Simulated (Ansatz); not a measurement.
Start from `O[Si](F)(Cl)CS` and change one atom or group to get `C=N[Si](O)(F)Cl`.

Ansatz, PBE0-D4/def2-TZVP geometries, multiplicity 1. Each molecule was computed in one conformer, which needn't be the lowest.

| property | `O[Si](F)(Cl)CS` |
| --- | --- |
| HOMO–LUMO gap (PBE0/def2-TZVPP) / eV | 7.13 |
| HOMO energy (PBE0/def2-TZVPP) / eV | -7.02 |
| HOMO–LUMO gap (ωB97M-V/def2-TZVPP) / eV | 11.00 |
| HOMO energy (B3LYP/def2-TZVPP) / eV | -6.78 |
| LUMO energy (PBE0/def2-TZVPP) / eV | 0.11 |
| HOMO energy (PBE/def2-TZVPP) / eV | -5.76 |

Question: Give the same properties after the change, and the shifts. (An estimate is asked.)

Answer: Computed: 
| property | `C=N[Si](O)(F)Cl` | shift |
| --- | --- | --- |
| HOMO–LUMO gap (PBE0/def2-TZVPP) / eV | 6.32 | -0.81 |
| HOMO energy (PBE0/def2-TZVPP) / eV | -7.80 | -0.78 |
| HOMO–LUMO gap (ωB97M-V/def2-TZVPP) / eV | 10.93 | -0.07 |
| HOMO energy (B3LYP/def2-TZVPP) / eV | -7.57 | -0.79 |
| LUMO energy (PBE0/def2-TZVPP) / eV | -1.48 | -1.59 |
| HOMO energy (PBE/def2-TZVPP) / eV | -6.32 | -0.56 |

With PBE0 the HOMO falls by 0.78 eV and the LUMO falls by 1.59 eV, so the gap narrows by about 0.81 eV. PBE moves the HOMO by -0.56 eV and ωB97M-V by -0.91 eV.

B3LYP here is the variant with VWN-RPA as its local correlation; programs differ in this.
